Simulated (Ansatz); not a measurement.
Mulliken charges of CH4OSSi, SMILES `CS[Si]O` from ωB97M-V/def2-TZVPP in Ansatz (PBE0-D4/def2-TZVP geometry).

```csv
atom,x (Å),y (Å),z (Å),charge (e)
C1,0.668,1.387,-0.179,-0.322
S2,-0.011,0.037,0.824,-0.186
Si3,-0.599,-1.309,-0.741,0.266
O4,-1.226,-2.559,0.135,-0.332
H5,1.715,1.533,0.081,0.137
H6,0.111,2.300,0.027,0.137
H7,0.591,1.151,-1.242,0.125
H8,-1.250,-2.539,1.095,0.175
```

By hand: the dipole of these point charges (1 e Å = 4.8032 D).

Σ q r = (0.140, 0.273, -0.286) e Å, of length 0.419 e Å = 2.01 D.

How does the dipole of the full density compare? (Estimate.)

Computed: (0.106, 0.227, 0.086) e Å, 1.27 D; the point charges give 1.58 times that, at 62° from its direction.

Point charges leave out the atoms' own dipoles, such as those of lone pairs, and Mulliken's split depends on the basis, so the two needn't agree.
